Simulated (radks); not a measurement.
Results of a calculation; reference values are marked as such.
Fractional charge and spin in the 5s shell of tellurium: the spin-up occupation runs from 0 to 1 and the spin-down occupation from 0 to 1; the fullest corner is Te, [Kr] 4d10 5p(up 2, down 2) 5s(up 1, down 1). Level of theory: scalar-relativistic Kohn-Sham, SCAN, spin-polarised, spherical densities, finite nucleus; meta-GGA in the generalised Kohn-Sham scheme; Fermi nuclear charge, rms radius of each element as measured or else 0.836 A^(1/3) + 0.57 fm (a radial shooting solver on a logarithmic mesh with Libxc functionals). Energy (eV) minus the two flat planes that join the four corners (they meet along the diagonal where the two added fractions sum to one electron); zero is where a piecewise linear energy would lie.

| down \ up | 0 | 0.5 | 1 |
|---|---|---|---|
| 0 | 0.000 | -1.132 | 0.000 |
| 0.5 | -1.132 | 0.441 | -1.010 |
| 1 | 0.000 | -1.010 | 0.000 |

Corners above the fullest one (they belong to Te+ and the next ion): (up 1, down 0) 19.698 eV, (up 0, down 1) 19.698 eV, (up 0, down 0) 49.691 eV. With half an added electron in each spin the energy lies 0.441 eV from the planes, and with half an added electron in spin up alone -1.132 eV. The planes are only a guide here: the flat-plane condition holds for ground states with one frontier orbital, while this shell lies below other occupied shells, so the corners above the fullest one are inner-hole states and not the ground states of those ions.
